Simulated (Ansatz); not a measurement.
Species: H₃InO₃, SMILES `[OH][In]([OH])[OH]` (charge 0, multiplicity 1).

**Question.** Give a relaxed geometry from B3LYP-D3(BJ)/def2-TZVP (Ansatz, a quantum-chemistry and plane-wave program).

**Answer.** This is not unique; one that fits is the end point of this relaxation, one of several conformers (outside a Z-matrix the atoms follow the SMILES, hydrogens last).
Z-matrix (Å, degrees):
```
In
O 1 1.9883
H 2 0.9639 1 111.97
O 1 1.9883 2 120.01 3 -180.00
H 4 0.9639 1 111.97 2 0.00
O 1 1.9883 2 120.01 3 0.00
H 6 0.9639 1 111.96 2 180.00
```
